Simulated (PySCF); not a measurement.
C3H9N, triplet, at the geometry of the source list (a higher spin typed on purpose: for a closed-shell molecule this is an excited state); M062X/6-31G in PySCF.

Input for PySCF:
```python
from pyscf import gto, scf, dft, solvent

mol = gto.M(
    atom='''
C    -1.849100   -0.022400    0.243100
C    -0.449000   -0.448700   -0.174400
N     0.504600    0.613700    0.090000
C     1.861600    0.256300   -0.260600
H    -2.126800    0.891000   -0.276100
H    -2.567600   -0.800800    0.002000
H    -1.887200    0.165500    1.314600
H    -0.177100   -1.390500    0.338900
H    -0.427100   -0.642800   -1.252200
H     0.460900    0.863800    1.075200
H     2.523400    1.085000   -0.014600
H     1.908900    0.081400   -1.336000
H     2.224600   -0.651500    0.249900
''',
    basis='6-31g',
    charge=0,
    spin=2,
    verbose=4,
)

mf = dft.UKS(mol)
mf.xc = 'm062x'
mf.kernel()
```

What the program printed (banner, timings and long lists left out):

```
PySCF version 2.14.0

[INPUT] verbose = 4
[INPUT] num. atoms = 13
[INPUT] num. electrons = 34
[INPUT] charge = 0
[INPUT] spin (= nelec alpha-beta = 2S) = 2
[INPUT] symmetry False subgroup None
[INPUT] Mole.unit = angstrom
[INPUT] Symbol           X                Y                Z      unit          X                Y                Z       unit  Magmom
[INPUT]  1 C     -1.849100000000  -0.022400000000   0.243100000000 AA   -3.494292576933  -0.042329865190   0.459392420882 Bohr   0.0
[INPUT]  2 C     -0.449000000000  -0.448700000000  -0.174400000000 AA   -0.848487029930  -0.847920112092  -0.329568236124 Bohr   0.0
[INPUT]  3 N      0.504600000000   0.613700000000   0.090000000000 AA    0.953555802456   1.159724922646   0.170075351211 Bohr   0.0
[INPUT]  4 C      1.861600000000   0.256300000000  -0.260600000000 AA    3.517914153490   0.484336805726  -0.492462628062 Bohr   0.0
[INPUT]  5 H     -2.126800000000   0.891000000000  -0.276100000000 AA   -4.019069521725   1.683745976987  -0.521753382992 Bohr   0.0
[INPUT]  6 H     -2.567600000000  -0.800800000000   0.002000000000 AA   -4.852060797433  -1.513292680552   0.003779452249 Bohr   0.0
[INPUT]  7 H     -1.887200000000   0.165500000000   1.314600000000 AA   -3.566291142279   0.312749673616   2.484233963353 Bohr   0.0
[INPUT]  8 H     -0.177100000000  -1.390500000000   0.338900000000 AA   -0.334670496660  -2.627664176208   0.640428183615 Bohr   0.0
[INPUT]  9 H     -0.427100000000  -0.642800000000  -1.252200000000 AA   -0.807102027802  -1.214715952870  -2.366315053180 Bohr   0.0
[INPUT] 10 H      0.460900000000   0.863800000000   1.075200000000 AA    0.870974770812   1.632345426399   2.031833529132 Bohr   0.0
[INPUT] 11 H      2.523400000000   1.085000000000  -0.014600000000 AA    4.768534902727   2.050352845153  -0.027590001419 Bohr   0.0
[INPUT] 12 H      1.908900000000   0.081400000000  -1.336000000000 AA    3.607298199182   0.153823706540  -2.524674102419 Bohr   0.0
[INPUT] 13 H      2.224600000000  -0.651500000000   0.249900000000 AA    4.203884736707  -1.231156570154   0.472242558529 Bohr   0.0

nuclear repulsion = 133.633963506146
number of shells = 38
number of NR pGTOs = 124
number of NR cGTOs = 54
basis = 6-31g
ecp = {}

******** <class 'pyscf.dft.uks.UKS'> ********
method = UKS
initial guess = minao
damping factor = 0
level_shift factor = 0
DIIS = <class 'pyscf.scf.diis.CDIIS'>
diis_start_cycle = 1
diis_space = 8
diis_damp = 0
SCF conv_tol = 1e-09
SCF conv_tol_grad = None
SCF max_cycles = 50
direct_scf = True
direct_scf_tol = 1e-13
number electrons alpha = 18  beta = 16
XC library pyscf.dft.libxc version 7.1.2
    S. Lehtola, C. Steigemann, M. J. T. Oliveira, and M. A. L. Marques,  SoftwareX 7, 1–5 (2018)
XC functionals = m062x
    Y. Zhao and D. G. Truhlar,  Theor. Chem. Acc. 120, 215 (2008)
    Y. Zhao and D. G. Truhlar,  Theor. Chem. Acc. 120, 215 (2008)
radial grids:
    Treutler-Ahlrichs [JCP 102, 346 (1995); DOI:10.1063/1.469408] (M4) radial grids

becke partition: Becke, JCP 88, 2547 (1988); DOI:10.1063/1.454033
pruning grids: <function nwchem_prune>
grids dens level: 3
symmetrized grids: False
atomic radii adjust function: <function treutler_atomic_radii_adjust>
small_rho_cutoff = 0
Set gradient conv threshold to 3.16228e-05
tot grids = 144528
init E= -174.732814067002

cycle= 1 E= -174.029264965866  delta_E= 0.704  |g|= 0.24  |ddm|= 6.21

cycle= 2 E= -174.040136305843  delta_E= -0.0109  |g|= 0.256  |ddm|= 2.36

cycle= 3 E= -174.072706678733  delta_E= -0.0326  |g|= 0.0404  |ddm|= 0.542

cycle= 4 E= -174.075016499532  delta_E= -0.00231  |g|= 0.0228  |ddm|= 0.571

cycle= 5 E= -174.075864133125  delta_E= -0.000848  |g|= 0.0086  |ddm|= 0.281

cycle= 6 E= -174.076217604068  delta_E= -0.000353  |g|= 0.00311  |ddm|= 0.331

cycle= 7 E= -174.076264288574  delta_E= -4.67e-05  |g|= 0.00122  |ddm|= 0.145

cycle= 8 E= -174.076268737539  delta_E= -4.45e-06  |g|= 0.000671  |ddm|= 0.0388

cycle= 9 E= -174.076270084951  delta_E= -1.35e-06  |g|= 0.000205  |ddm|= 0.0256

cycle= 10 E= -174.076270258036  delta_E= -1.73e-07  |g|= 8.46e-05  |ddm|= 0.0105

cycle= 11 E= -174.076270271967  delta_E= -1.39e-08  |g|= 3.59e-05  |ddm|= 0.00198

cycle= 12 E= -174.076270275437  delta_E= -3.47e-09  |g|= 1.27e-05  |ddm|= 0.0011

cycle= 13 E= -174.076270276066  delta_E= -6.29e-10  |g|= 4.81e-06  |ddm|= 0.000506

Extra cycle  E= -174.076270276123  delta_E= -5.75e-11  |g|= 3.12e-06  |ddm|= 8.58e-05
converged SCF energy = -174.076270276123  <S^2> = 2.00333  2S+1 = 3.0022192
```
